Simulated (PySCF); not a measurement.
GaH₄N. Atoms are numbered in the order given.

```xyz
6

Ga     0.0000     0.0000    -0.3844
H      0.0000    -1.3971    -1.0821
H      0.0000     1.3971    -1.0821
N      0.0000     0.0000     1.4393
H      0.0000    -0.8342     2.0030
H      0.0000     0.8342     2.0030
```

Geometry: B3LYP-D3(BJ)/def2-TZVP.

Method: HF/def2-TZVPD in PySCF.

Isolated molecule, no solvent.

- total energy: -1980.05680 hartree
- point group: C2v
- highest occupied level: -10.66 eV
- lowest empty level: 1.60 eV
- orbital gap: 12.27 eV
- dipole moment: 0.55 D
- quadrupole, principal values (traceless, Buckingham form, about the centre of nuclear charge): -1.90, 0.75, 1.15 D·Å
- mean static polarisability: 37.3 bohr³ (5.53 Å³)
- polarisability, principal values: 31.9, 38.5, 41.5 bohr³
